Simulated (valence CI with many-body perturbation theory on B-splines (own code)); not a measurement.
## Ru XXXI: electric-dipole lines

Calculated by valence CI with perturbative core correlation (CI+MBPT): four valence electrons over a frozen Dirac-Fock core [Ne], a basis of 11 s, 11 p, 9 d, 7 f, 5 g, 2 h, 1 i functions for each j, with the one-electron correlation potential Σ1, the two-electron term Σ2, the three-electron term Σ3, Breit, model QED; selected CI, second order for the rest (own B-spline code, finite nucleus).

No measured spectrum was set against this ion. As an estimate, large intervals hold to a few tenths of a per cent, small ones and those within an open d or f shell to about a per cent.

Lines 201 to 229 of 229 in falling wavelength, among levels below 287.06 eV, chosen from the strongest by gf and those to the six lowest levels. Wavelengths and rates use the calculated energies. Electric multipoles are in the length gauge, E1 and E2 with the static RPA response of the core. Weak lines are less certain than strong ones. Lines between different terms over intervals too small for the method are left out, as are lines whose strength nearly cancels. The highest levels of a list are the least certain.

Levels are named by their leading jj configuration (3d3/2^4 stands for four electrons in 3d with j = 3/2), which in mixed levels can hold well under half, so a name can repeat and another be missing. Letters in brackets count levels of one name in rising energy.

| λ vac (nm) | Upper | Lower | A (s⁻¹) | S (a.u.) |
| --- | --- | --- | --- | --- |
| 7.648 | (3s 3p3/2^2 3d3/2) J=1 [b] | (3s 3p1/2 3p3/2^2) J=2 [a] | 2.62e+10 | 1.74e-02 |
| 7.644 | (3s 3p1/2 3p3/2 3d5/2) J=1 [c] | (3s 3p1/2^2 3p3/2) J=1 | 1.39e+10 | 9.21e-03 |
| 7.641 | (3s 3p1/2 3p3/2 3d3/2) J=2 [e] | (3s 3p1/2^2 3p3/2) J=1 | 7.94e+10 | 8.74e-02 |
| 7.587 | (3s^2 3p3/2 3d5/2) J=2 | (3s^2 3p1/2 3p3/2) J=2 | 6.77e+08 | 7.29e-04 |
| 7.541 | (3s 3p3/2^2 3d3/2) J=2 | (3s 3p1/2^2 3p3/2) J=1 | 8.21e+09 | 8.69e-03 |
| 7.472 | (3s 3p3/2^3) J=1 | (3s^2 3p1/2 3p3/2) J=1 | 1.31e+10 | 8.08e-03 |
| 7.466 | (3s 3p1/2 3p3/2 3d5/2) J=2 [d] | (3s 3p1/2^2 3p3/2) J=1 | 1.06e+10 | 1.09e-02 |
| 7.397 | (3s 3p1/2 3p3/2 3d5/2) J=3 [c] | (3s 3p1/2^2 3p3/2) J=2 | 4.33e+10 | 6.05e-02 |
| 7.381 | (3s^2 3p3/2 3d5/2) J=3 | (3s^2 3p1/2 3p3/2) J=2 | 2.26e+10 | 3.14e-02 |
| 7.373 | (3s^2 3p3/2 3d5/2) J=2 | (3s^2 3p1/2 3p3/2) J=1 | 2.67e+09 | 2.64e-03 |
| 7.291 | (3s 3p1/2 3p3/2 3d3/2) J=1 [d] | (3s 3p1/2^2 3p3/2) J=2 | 2.74e+08 | 1.57e-04 |
| 7.259 | (3s 3p1/2 3p3/2 3d5/2) J=3 [d] | (3s 3p1/2^2 3p3/2) J=2 | 3.17e+08 | 4.19e-04 |
| 7.227 | (3s 3p3/2^2 3d3/2) J=1 [b] | (3s 3p1/2^2 3p3/2) J=1 | 1.71e+10 | 9.58e-03 |
| 7.211 | (3s 3p1/2 3p3/2 3d5/2) J=1 [b] | (3s 3p1/2^2 3p3/2) J=2 | 2.29e+09 | 1.27e-03 |
| 7.052 | (3s^2 3p3/2 3d5/2) J=1 | (3s^2 3p1/2 3p3/2) J=2 | 5.28e+07 | 2.74e-05 |
| 7.018 | (3s 3p1/2 3p3/2 3d5/2) J=2 [c] | (3s 3p1/2^2 3p3/2) J=2 | 1.04e+09 | 8.85e-04 |
| 6.968 | (3s 3p1/2 3p3/2 3d5/2) J=1 [c] | (3s 3p1/2^2 3p3/2) J=2 | 8.65e+07 | 4.33e-05 |
| 6.966 | (3s 3p1/2 3p3/2 3d3/2) J=2 [e] | (3s 3p1/2^2 3p3/2) J=2 | 2.88e+08 | 2.40e-04 |
| 6.888 | (3s 3p1/2 3p3/2 3d5/2) J=3 [e] | (3s 3p1/2^2 3p3/2) J=2 | 6.86e+09 | 7.75e-03 |
| 6.883 | (3s 3p3/2^2 3d3/2) J=1 [a] | (3s 3p1/2^2 3p3/2) J=2 | 1.60e+08 | 7.73e-05 |
| 6.883 | (3s 3p3/2^2 3d3/2) J=2 | (3s 3p1/2^2 3p3/2) J=2 | 8.16e+08 | 6.56e-04 |
| 6.867 | (3s^2 3p3/2 3d5/2) J=1 | (3s^2 3p1/2 3p3/2) J=1 | 2.15e+09 | 1.03e-03 |
| 6.836 | (3s^2 3p3/2 3d3/2) J=1 | (3s^2 3p1/2^2) J=0 | 2.81e+06 | 1.33e-06 |
| 6.820 | (3s 3p1/2 3p3/2 3d5/2) J=2 [d] | (3s 3p1/2^2 3p3/2) J=2 | 1.26e+06 | 9.85e-07 |
| 6.805 | (3s 3p3/2^2 3d3/2) J=3 | (3s 3p1/2^2 3p3/2) J=2 | 1.83e+09 | 2.00e-03 |
| 6.641 | (3s 3p1/2 3p3/2 3d5/2) J=2 [e] | (3s 3p1/2^2 3p3/2) J=2 | 7.31e+09 | 5.28e-03 |
| 6.620 | (3s 3p3/2^2 3d3/2) J=1 [b] | (3s 3p1/2^2 3p3/2) J=2 | 2.87e+09 | 1.23e-03 |
| 6.469 | (3s 3p3/2^3) J=1 | (3s^2 3p1/2^2) J=0 | 2.34e+08 | 9.38e-05 |
| 6.011 | (3s^2 3p3/2 3d5/2) J=1 | (3s^2 3p1/2^2) J=0 | 1.35e+09 | 4.34e-04 |
